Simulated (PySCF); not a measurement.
## Assigning NMR signals

Atoms are numbered as in `[CH:1]#[C:2][c:3]1[n:4][cH:5][cH:6][n:7]1[SiH2:8][O:9][CH3:10]`. Hydrogens are named by the atom that carries them.

Non-relativistic, in vacuum, rapidly exchanging positions averaged, single conformer. Shieldings: GIAO PBE0/pcSseg-1; PBE0-D3(BJ)/def2-SVP geometry; PySCF 2.14.0 with density-fitted response routines.

Referencing at the same level of theory: TMS for ¹³C and ¹H.

**Question.** Assign these signals to the numbered atoms. ¹³C{¹H} NMR (computed): δ 137.3 (CH), 134.0 (C), 126.6 (CH), 87.6 (CH), 79.0 (C), 52.5 (CH3).

**Answer.** 
137.3 → C5, aromatic CH next to a ring nitrogen
134.0 → C3, substituted aromatic carbon next to a ring nitrogen
126.6 → C6, aromatic CH next to a ring nitrogen
87.6 → C1, terminal alkyne carbon: sp carbons lie upfield of alkene carbons because the cylindrical π system leaves one tensor component strongly shielded
79.0 → C2, alkyne carbon: sp carbons lie upfield of alkene carbons because the cylindrical π system leaves one tensor component strongly shielded
52.5 → C10, methyl carbon bonded to O: the inductive effect lowers its shielding

**Question.** Assign these signals to the numbered atoms. ¹H NMR (500 MHz, computed): δ 7.26 (m, 1H), 7.10 (m, 1H), 5.42 (s, 2H), 3.84 (s, 3H), 3.23 (s, 1H).

**Answer.** 
| δ (ppm) | atoms | environment | reason |
| --- | --- | --- | --- |
| 7.26 | H(C5) | hydrogen on an aromatic CH next to a ring nitrogen | it sits in the deshielding region of the aromatic ring current |
| 7.10 | H(C6) | hydrogen on an aromatic CH next to a ring nitrogen | – |
| 5.42 | H(Si8) | hydrogen on a silicon bonded to N, O | – |
| 3.84 | H(C10) | hydrogen on a methyl carbon bonded to O | its carbon carries O, which withdraws density |
| 3.23 | H(C1) | hydrogen on a terminal alkyne carbon | it lies on the axis of the triple bond, in its shielding cone |

Shifts are as computed. Against solution values, carbons near 30 ppm lie about +2 ppm off and those near 130 ppm about +5 ppm. Of 1211 compounds with measured shifts, 218 miss one by over three times the rms of a fit or turn the order of signals round; such compounds aren't used in these exercises. Multiplicities follow the n + 1 count of equivalent neighbours, as no J values were calculated; m marks all less simple cases, F and P coupling included.
